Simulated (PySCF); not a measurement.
Compound: CH₄F₃P₃Si.
Bonds: F1–C2, C2–F3, C2–F4, C2–P5, P5–P6, P6–P7, P7–Si8, P5–P7. Hydrogens: H9 on P6; H10, H11, H12 on Si8.

The same species was optimised twice, with GFN2-xTB and with PBE0-D3(BJ)/def2-SVP (PySCF), and the same property calculations (PySCF, gas phase) were run on both structures.

```
     coordinate  GFN2-xTB  PBE0-D3(BJ)/def2-SVP  change
      P5–P6 (Å)     2.164                 2.216  +0.052
      P5–P7 (Å)     2.164                 2.213  +0.049
      P6–P7 (Å)     2.202                 2.234  +0.032
      C2–P5 (Å)     1.883                 1.905  +0.022
      C2–F3 (Å)     1.340                 1.333  -0.007
      F1–C2 (Å)     1.339                 1.333  -0.006
      C2–F4 (Å)     1.340                 1.334  -0.006
     P7–Si8 (Å)     2.272                 2.274  +0.002
  P6–P7–Si8 (°)     105.8                 100.0    -5.8
  P5–P7–Si8 (°)      96.9                  93.7    -3.2
   C2–P5–P7 (°)      95.6                  97.9    +2.3
   C2–P5–P6 (°)      95.7                  97.5    +1.8
   F1–C2–P5 (°)     110.8                 109.3    -1.5
   F4–C2–P5 (°)     110.6                 109.1    -1.5
   F1–C2–F4 (°)     106.8                 107.9    +1.1
   F3–C2–F4 (°)     106.6                 107.7    +1.1
F1–C2–P5–P6 (°)       137                   150     +13
```

Rotational constants: A = 1949, B = 661.7, C = 601.2 MHz (GFN2-xTB) against A = 1945, B = 645.3, C = 592.3 MHz (PBE0-D3(BJ)/def2-SVP). Point groups within 0.08 Å: C1 and C1.

On the GFN2-xTB structure: lowest singlet, TDDFT (eV) 5.24 [CAM-B3LYP/def2-SVPD]; lowest triplet, Tamm–Dancoff (eV) 4.50 [CAM-B3LYP/def2-SVPD]; isotropic polarisability (au) 116.2 [CAM-B3LYP/def2-SVPD]; HOMO (eV) -8.78 [CAM-B3LYP/def2-SVPD]; LUMO (eV) -0.08 [CAM-B3LYP/def2-SVPD]; dipole (D) 3.27 [CAM-B3LYP/def2-SVPD]; HOMO (eV) -7.68 [PBE0/pcSseg-1]; LUMO (eV) -1.25 [PBE0/pcSseg-1]; dipole (D) 3.30 [PBE0/pcSseg-1]; GIAO shielding of F1/F3/F4 (mean) (ppm) 236.7 [PBE0/pcSseg-1]; GIAO shielding of C2 (ppm) 47.8 [PBE0/pcSseg-1]; GIAO shielding of P5 (ppm) 501.9 [PBE0/pcSseg-1]; GIAO shielding of P6 (ppm) 593.7 [PBE0/pcSseg-1]; GIAO shielding of P7 (ppm) 652.3 [PBE0/pcSseg-1]; GIAO shielding of Si8 (ppm) 398.5 [PBE0/pcSseg-1].

Question: What do these properties become on the PBE0-D3(BJ)/def2-SVP structure?

Answer: 
```tsv
property	level	on GFN2-xTB	on PBE0-D3(BJ)/def2-SVP	change
lowest singlet, TDDFT (eV)	CAM-B3LYP/def2-SVPD	5.24	5.26	+0.02
lowest triplet, Tamm–Dancoff (eV)	CAM-B3LYP/def2-SVPD	4.50	4.42	-0.08
isotropic polarisability (au)	CAM-B3LYP/def2-SVPD	116.2	118.8	+2.6
HOMO (eV)	CAM-B3LYP/def2-SVPD	-8.78	-8.90	-0.12
LUMO (eV)	CAM-B3LYP/def2-SVPD	-0.08	-0.22	-0.14
dipole (D)	CAM-B3LYP/def2-SVPD	3.27	2.83	-0.44
energy, GFN2-xTB geometry as zero (kcal/mol)	CAM-B3LYP/def2-SVPD	0.0	-2.5	-2.5
HOMO (eV)	PBE0/pcSseg-1	-7.68	-7.82	-0.14
LUMO (eV)	PBE0/pcSseg-1	-1.25	-1.41	-0.16
dipole (D)	PBE0/pcSseg-1	3.30	2.80	-0.50
energy, GFN2-xTB geometry as zero (kcal/mol)	PBE0/pcSseg-1	0.0	-2.4	-2.4
GIAO shielding of F1/F3/F4 (mean) (ppm)	PBE0/pcSseg-1	236.7	239.2	+2.5
GIAO shielding of C2 (ppm)	PBE0/pcSseg-1	47.8	49.3	+1.5
GIAO shielding of P5 (ppm)	PBE0/pcSseg-1	501.9	471.1	-30.8
GIAO shielding of P6 (ppm)	PBE0/pcSseg-1	593.7	576.6	-17.1
GIAO shielding of P7 (ppm)	PBE0/pcSseg-1	652.3	641.6	-10.7
GIAO shielding of Si8 (ppm)	PBE0/pcSseg-1	398.5	393.9	-4.6
```

The heavy atoms differ by 0.137 Å rms after alignment. Among bonds between heavy atoms P5–P6 changes most (+0.052 Å). Changes are differences of the printed values. Neither structure is proved a minimum here.

Shape of the structure used: `[F:1][C:2]([F:3])([F:4])[p:5]1[pH:6][p:7]1[SiH3:8]`: F1–C2–P5–P6 150°.
